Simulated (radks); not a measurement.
The numbers below are computed, except where a source is named.
All-electron atom: Mg I in [Ne] 3s2 (the NIST ground configuration).

Code: a radial shooting solver on a logarithmic mesh with Libxc functionals. Model: scalar-relativistic Kohn-Sham, Slater X-alpha with alpha = 1.008, spin-polarised, spherical densities, point nucleus.

Energy parts (hartree):
part                  energy
total             -206.14377
kinetic            206.75575
electron-nucleus  -489.57201
Hartree             99.38510
exchange           -22.71260

Orbitals (lengths in bohr, moments of r in powers of bohr; <r^-3> diverges for s and p1/2; r(max) is where P^2 peaks; r(90%) holds 90 % of the orbital's charge):
orbital  occ.  eigenvalue (hartree)  <r^-3>   r(max)   <1/r>  r(90%)
1s          2             -47.56982       -  0.08461   11.70   0.232
2s          2              -3.25728       -   0.5380   2.151    1.08
2p          6              -2.03963   27.96   0.4654   2.029    1.12
3s          2              -0.21877       -    2.369  0.4608    4.44

The highest occupied level is 3s at -5.953 eV. For comparison, the ionisation energy in NIST's Atomic Spectra Database is 7.646 eV (measured). In exact Kohn-Sham theory the highest level is minus the ionisation energy, but local and semilocal functionals leave it too shallow, through self-interaction and a potential that decays too fast; potentials with the right tail come closer. Summed over all electrons, <r^2> = 24.02 bohr^2, which gives a Langevin (diamagnetic) susceptibility term of -19 x 10^-6 cm^3/mol. The density falls to 0.001 e/bohr^3 at r = 4.35 bohr.
